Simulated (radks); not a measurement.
Values are calculated unless marked as measured or tabulated.
Spherical jellium clusters: N electrons in a uniform positive sphere of charge N and radius rs N^(1/3), rs = 4.08 bohr. Level of theory: non-relativistic Kohn-Sham, PBE, spin-polarised, spherical densities (a radial shooting solver with Libxc functionals). Levels are named by radial order and angular momentum (1s, 1p, 1d, 2s, ...), and open shells are averaged over m.

N = 9, configuration 1s2 1p6 1d(up 1, down 0). This is the lowest configuration that the search found. Occupied and some empty levels:

level,occupation,eigenvalue (eV),<r> (bohr)
1s up,1,-4.5202,5.718
1s down,1,-4.4668,5.481
1p up,3,-3.4423,6.808
1p down,3,-3.2940,6.676
1d up,1,-2.1006,7.800
1d down,0,-1.9014,7.760
2s up,0,-1.5347,7.589
2s down,0,-1.4740,7.575
1f up,0,-0.65075,9.185
1f down,0,-0.44307,9.305

Energy (eV): total -16.1616, kinetic 14.905, external -305.33, Hartree 150.05, exchange-correlation -31.622, background 155.83.
